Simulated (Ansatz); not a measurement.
Compare A (`COB(C)N`) with its isomer B (`CB(O)CN`).

Isolated molecules relaxed with PBE0-D4/def2-TZVP in Ansatz; ΔE leaves out vibrations. CCSD(T)/CBS is the MP2 limit (def2-TZVPP, def2-QZVPP) plus CCSD(T) − MP2 in def2-TZVPP, frozen cores. DFT in def2-TZVPP. B3LYP here is the variant with VWN-RPA as its local correlation; programs differ in this. One conformer a species, not always the lowest.

A:

Z-matrix (Å, degrees):
```
C
O 1 1.404
H 1 1.095 2 111.9
H 1 1.096 2 111.8 3 121.7
H 1 1.091 2 108.0 3 -119.2
B 2 1.375 1 121.5 3 -60.0
N 6 1.405 2 115.7 1 -179.9
C 6 1.577 2 122.6 1 0.2
H 7 1.005 6 122.2 2 -0.0
H 7 1.002 6 123.1 2 -180.0
H 8 1.092 6 112.8 2 -179.5
H 8 1.095 6 111.2 2 59.6
H 8 1.095 6 111.3 2 -58.5
```

B:

Z-matrix (Å, degrees):
```
C
B 1 1.564
H 1 1.091 2 112.9
H 1 1.094 2 110.5 3 123.0
H 1 1.097 2 110.2 3 -120.6
O 2 1.364 1 117.8 3 6.8
C 2 1.583 1 123.1 3 -174.1
H 6 0.961 2 113.5 1 179.5
N 7 1.456 2 114.4 1 4.5
H 7 1.100 2 107.0 1 124.4
H 7 1.107 2 107.6 1 -123.3
H 9 1.012 7 110.8 2 -53.4
H 9 1.012 7 111.5 2 -172.6
```

Task: Which is lower in electronic energy at CCSD(T)/CBS, and by how much? (An estimate is asked.)

Result: Ansatz gave: A, by 96.8 kJ/mol.

Task: Give E(B) − E(A) in kJ/mol with B3LYP, B3LYP-D4, CCSD/def2-TZVPP, MP2/def2-TZVPP, ωB97M-V, PBE0-D4, HF/def2-TZVPP. (An estimate is asked.)

Result: Computed: B3LYP 103.6, B3LYP-D4 103.4, CCSD/def2-TZVPP 98.6, MP2/def2-TZVPP 97.8, ωB97M-V 98.1, PBE0-D4 95.9, HF/def2-TZVPP 109.6. None reverses the order clearly.

Largest T1 diagnostic: 0.011.

In def2-TZVPP, CCSD(T) changes the Hartree–Fock value by −11.7 kJ/mol (the triples alone add −0.7 kJ/mol) and MP2 by −11.8 kJ/mol.
